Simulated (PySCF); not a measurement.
N²⁺: ionisation energy

N²⁺ [He] 2s2 2p1 (2P) → N³⁺ [He] 2s2 (1S), as a difference of total energies. Computed with PySCF 2.14 in cc-pVTZ-DK, with the spin-free X2C one-electron Hamiltonian (Gaussian nucleus). Correlated levels: valence: 1s2 frozen. The calculations carry no spin-orbit coupling.

```json
{"method": "UHF", "ionisation energy (eV)": "47.255", "difference from reference (eV)": "-0.190"}
{"method": "TPSS", "ionisation energy (eV)": "48.188", "difference from reference (eV)": "+0.743"}
{"method": "M06-L", "ionisation energy (eV)": "48.111", "difference from reference (eV)": "+0.666"}
{"method": "MP2 (valence)", "ionisation energy (eV)": "47.438", "difference from reference (eV)": "-0.007"}
{"method": "SCS-MP2 (valence)", "ionisation energy (eV)": "47.389", "difference from reference (eV)": "-0.056"}
{"method": "CCSD (valence)", "ionisation energy (eV)": "47.198", "difference from reference (eV)": "-0.247"}
{"method": "CCSD(T) (valence)", "ionisation energy (eV)": "47.226", "difference from reference (eV)": "-0.219"}
```

Reference: 47.445 eV (semi-empirical (NIST evaluation); NIST Atomic Spectra Database, ionization energies).

Errors of the correlated levels include the incompleteness of this basis and the frozen core.

The coupled-cluster amplitudes are large for N³⁺ (T1 above 0.03 or a double amplitude above 0.15), so a single reference is strained.
